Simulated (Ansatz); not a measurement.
System: C₃H₁₂OSi₂, charge 0, multiplicity 1. SMILES: [SiH](OC[SiH3])(C)C
Structure (B3LYP-D3(BJ)/def2-TZVP (Ansatz, a program for electronic structure) minimum search):
```xyz
18

C     -2.3224    -0.0001     1.5634
Si    -1.3505    -0.5096     0.0591
C     -2.1106     0.1429    -1.5208
O      0.1809     0.0879     0.2709
C      1.2540    -0.1861    -0.6299
Si     2.8534     0.4702     0.1367
H     -3.3431    -0.3862     1.5142
H     -1.8591    -0.3814     2.4748
H     -2.3753     1.0879     1.6397
H     -1.2652    -1.9939    -0.0387
H     -1.5249    -0.1432    -2.3970
H     -3.1185    -0.2577    -1.6550
H     -2.1809     1.2328    -1.5013
H      1.3413    -1.2641    -0.8184
H      1.0778     0.2914    -1.6018
H      2.7417     1.9289     0.3639
H      3.1106    -0.2109     1.4259
H      3.9821     0.2051    -0.7909
```

Cost and difference of B3LYP with Ansatz in habitual basis sets for the atomisation energy (kcal/mol). Conventions: 6-311+G** with 5d, 6d on Na to Ar in Ansatz; frozen cores in correlated levels; no dispersion term unless named; non-relativistic; spin-orbit terms left out; 6-31G* and kin with 6d, 5d where marked; atomisation electronic, to ground-state atoms; LANL2DZ with its own core potentials from Na on; open shells spin-unrestricted. CBS(X,Y): correlation extrapolated as X^-3; Hartree-Fock from the larger set. Ab initio and DFT rows: single points at B3LYP-D3(BJ) geometries (Ansatz). Costs are core time of energy and forces over that of the cheapest set, on one shared machine, to one figure and rough; under a factor of 2 they don't order.

Coupled cluster (Ansatz) is a level with limits of its own, used here on species with T1 under 0.025 (0.045 for open shells) and stable references: CCSD(T)/CBS(cc-pV(T+d)Z,cc-pV(Q+d)Z).

Value to compare with: 1563.7 kcal/mol.

```json
[
 {"level": "B3LYP/STO-3G", "relative cost": "1×", "atomisation energy (kcal/mol)": "1912.6", "difference": "348.9"},
 {"level": "B3LYP/3-21G", "relative cost": "1×", "atomisation energy (kcal/mol)": "1501.8", "difference": "-61.9"},
 {"level": "B3LYP/LANL2DZ", "relative cost": "2×", "atomisation energy (kcal/mol)": "1490.6", "difference": "-73.1"},
 {"level": "B3LYP/6-31G", "relative cost": "2×", "atomisation energy (kcal/mol)": "1464.6", "difference": "-99.1"},
 {"level": "B3LYP/6-31G*", "relative cost": "3×", "atomisation energy (kcal/mol)": "1537.4", "difference": "-26.3"},
 {"level": "B3LYP/cc-pVDZ", "relative cost": "3×", "atomisation energy (kcal/mol)": "1510.2", "difference": "-53.5"},
 {"level": "B3LYP/def2-SVP", "relative cost": "3×", "atomisation energy (kcal/mol)": "1543.8", "difference": "-19.9"},
 {"level": "B3LYP/6-31G**", "relative cost": "3×", "atomisation energy (kcal/mol)": "1548.0", "difference": "-15.7"},
 {"level": "B3LYP/6-31+G*", "relative cost": "3×", "atomisation energy (kcal/mol)": "1529.0", "difference": "-34.7"},
 {"level": "B3LYP/6-311+G**", "relative cost": "6×", "atomisation energy (kcal/mol)": "1530.3", "difference": "-33.4"}
]
```

The dearest set gives -33.4 kcal/mol. A small set can land close by cancelling terms.
